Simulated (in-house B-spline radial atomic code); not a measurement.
Ionisation energies along the 10-electron series, configuration [He] 2s2 2p6, as differences of self-consistent energies. Dirac energy differences include first-order Breit, QED and recoil terms. NIST's values go from ground level to ground level; the uncertainty of those that are theory runs from under 0.1 % in few-electron ions to several per cent in heavy many-electron ones. Computed with an all-electron radial atomic-structure program (B-spline basis): Dirac-Hartree-Fock, average of the configuration, finite nuclei.

| ion | configuration after | ionisation energy (eV) | IE/(q+1)² (eV) | Breit and QED recoil part (eV) | tabulated value (eV) | tabulated kind | computed minus tabulated (eV) |
| --- | --- | --- | --- | --- | --- | --- | --- |
| Cr14+ | [He] 2s2 2p5 | 1012.5 | 4.4999 | -0.54521 | 1011.6 | semi-empirical | 0.9 |
| Mn15+ | [He] 2s2 2p5 | 1135.1 | 4.4338 | -0.64117 | 1133.7 | semi-empirical | 1.4 |
| Fe16+ | [He] 2s2 2p5 | 1264.6 | 4.3757 | -0.74788 | 1262.7 | semi-empirical | 1.9 |
| Co17+ | [He] 2s2 2p5 | ? | ? | ? | ? | measured | ? |
| Ni18+ | [He] 2s2 2p5 | ? | ? | ? | ? | measured | ? |
| Cu19+ | [He] 2s2 2p5 | 1694.8 | 4.2369 | -1.1371 | 1690.5 | semi-empirical | 4.3 |
| Zn20+ | [He] 2s2 2p5 | 1852.1 | 4.1997 | -1.292 | 1846.8 | semi-empirical | 5.3 |
| Ga21+ | [He] 2s2 2p5 | ? | ? | ? | ? | semi-empirical | ? |
| Ge22+ | [He] 2s2 2p5 | 2187.7 | 4.1355 | -1.6423 | 2178.2 | measured | 9.5 |
| As23+ | [He] 2s2 2p5 | 2366.0 | 4.1077 | -1.8395 | 2356.9 | semi-empirical | 9.1 |
| Se24+ | [He] 2s2 2p5 | 2551.4 | 4.0822 | -2.0517 | 2540.7 | semi-empirical | 10.7 |

(1) Fill in the row of Co17+.

(2) Fill in the row of Ni18+.

(3) Fill in the row of Ga21+.

Where a p, d or f electron is removed, the computed value is a mean over both j, so it misses the tabulated one by a part of the spin-orbit splitting; averaging over terms and missing correlation add to the gap, relatively most at low charge.

Results:

(1) ionisation energy (eV): 1401.0; IE/(q+1)² (eV): 4.3242; Breit and QED recoil part (eV): -0.86562; tabulated value (eV): 1397.2; computed minus tabulated (eV): 3.8.

(2) ionisation energy (eV): 1544.4; IE/(q+1)² (eV): 4.2782; Breit and QED recoil part (eV): -0.99543; tabulated value (eV): 1540.1; computed minus tabulated (eV): 4.3.

(3) ionisation energy (eV): 2016.4; IE/(q+1)² (eV): 4.1661; Breit and QED recoil part (eV): -1.4601; tabulated value (eV): 2010; computed minus tabulated (eV): 6.4.
